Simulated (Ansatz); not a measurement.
```yaml
atoms:
  - { symbol: Cl, position_ang: [-0.0287, 0.0058, -2.2386] }
  - { symbol: Cd, position_ang: [-0.0101, -0.0168, 0.0284] }
  - { symbol: Cl, position_ang: [-0.0065, 0.0116, 2.2701] }
```

Basis set: STO-3G (spherical functions). Correlated methods keep 24 orbitals frozen. Charge 0, multiplicity 1.

Computed with Ansatz (development build ahead of 0.2.0); each method stands on the lowest determinant of its kind that the runs found. Restricted open shells among the atoms or ions are ROHF, correlated in semicanonical orbitals with singles.

Problem. Give the atomization energy at this shape (free ground-state atoms in the same class of orbitals less the molecule, no zero-point energy) of singlet CdCl2 by RHF-MP2, RHF.

Solution.

| method | atomization energy |
| --- | --- |
| RHF-MP2 | 896.6 kJ/mol |
| RHF | 902.2 kJ/mol |

This basis has no polarisation functions and is too small for such energies, which can lie far from measured ones in either direction.
